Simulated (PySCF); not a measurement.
CH5AlFNO (SMILES C[O][Al]([NH2])[F]), singlet, geometry from GFN2-xTB (such geometries of metal compounds can be far from the true shape). Base run: CCSD(T)/def2-SVP (PySCF).

The PySCF input:
```python
from pyscf import gto, scf, cc

mol = gto.M(
    atom='''
Al   -0.254968    0.312069    0.343889
F    -1.901797    0.417523    0.392550
O     0.407974   -0.695807   -0.767647
C     1.069980   -1.517006   -1.681673
H     1.078589   -2.547358   -1.317829
H     0.560190   -1.486454   -2.647790
H     2.101272   -1.179683   -1.813867
N     0.710405    1.271304    1.474773
H     0.318202    1.895763    2.160483
H     1.716005    1.272482    1.523299
''',
    basis='def2-svp',
    charge=0,
    spin=0,
    verbose=4,
    max_memory=1800,
)

mf = scf.RHF(mol)
mf.kernel()

mycc = cc.CCSD(mf, frozen=9)
mycc.kernel()
et = mycc.ccsd_t()
print('E(CCSD(T)) = %.10f' % (mycc.e_tot + et))
```

The base run was repeated with changes; each row names its change, and settings that it needs were set with it.

| change | ΔE vs base (kcal/mol) | MP2 correlation (Eh) | CC correlation without the perturbative part (Eh) | basis functions | core-seconds (rough) |
|---|---|---|---|---|---|
| base | 0.000 | -0.73876 | -0.77329 | 99 | 40 |
| method = mp2 | 31.47 | -0.73876 | - | 99 | 3 |
| method = ccsd | 9.81 | -0.73876 | -0.77329 | 99 | 20 |
| method = cisd | 81.9 | - | - | 99 | 20 |
